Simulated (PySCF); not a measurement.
C₅H₅OS (charge -1).
SMILES with atom numbers: `[CH3:1][c:2]1[cH:3][s:4][c:5]([O-:6])[cH:7]1` (hydrogens: H8, H9, H10 on C1; H11 on C3; H12 on C7)

The geometry is computed with GFN2-xTB (gas phase).

Q: What internal coordinates does the optimisation give?

A: 
| bond | length (Å) | order |
| --- | --- | --- |
| C1–C2 | 1.501 | single |
| C2–C3 | 1.355 | aromatic |
| C3–S4 | 1.744 | aromatic |
| S4–C5 | 1.866 | aromatic |
| C5–O6 | 1.230 | single |
| C5–C7 | 1.378 | aromatic |
| C2–C7 | 1.413 | aromatic |
| C1–H8, C1–H9, C1–H10 | 1.092 | single |
| C3–H11 | 1.075 | single |
| C7–H12 | 1.080 | single |

Bonds in one row agree within 0.01 Å and their mean is given. Orders are formal, as drawn. A selection of angles:
| angle | degrees |
| --- | --- |
| C2–C1–H8 | 110.6 |
| H8–C1–H9 | 108.5 |
| H9–C1–H10 | 107.7 |
| C1–C2–C3 | 123.6 |
| C1–C2–C7 | 122.6 |
| C3–C2–C7 | 113.9 |
| C2–C3–S4 | 112.3 |
| C2–C3–H11 | 128.6 |
| S4–C3–H11 | 119.1 |
| C3–S4–C5 | 91.2 |
| S4–C5–O6 | 120.2 |
| S4–C5–C7 | 106.0 |
| O6–C5–C7 | 133.7 |
| C5–C7–H12 | 120.4 |
| C2–C7–C5 | 116.7 |
| C2–C7–H12 | 122.9 |

The 4 C–C bonds span 1.355 Å (C2–C3, aromatic) to 1.501 Å (C1–C2, drawn single), a spread of 0.146 Å. C3 (aromatic CH next to a ring sulfur) is planar (angles 128.6°, 119.1° and 112.3°, sum 360.0°, 0.00 Å off the plane of its three neighbours). The 5-membered ring C2–C3–S4–C5–C7 has internal angles of 91.2° to 116.7°; it is planar, 0.00 Å rms from its mean plane, widest ring torsion 0°. The C–S distances run from 1.744 Å (C3–S4, aromatic) to 1.866 Å (S4–C5, aromatic), a spread of 0.122 Å. C5 (aromatic carbon bearing oxygen) is planar (angles 133.7°, 120.2° and 106.0°, sum 360.0°, 0.00 Å off the plane of its three neighbours). The 7 heavy atoms lie in one plane (0.000 Å rms). S4 (thiophene-type sulfur) is bent (angle 91.2°).

Point group: Cs (tolerance 0.08 Å). No frequency check.
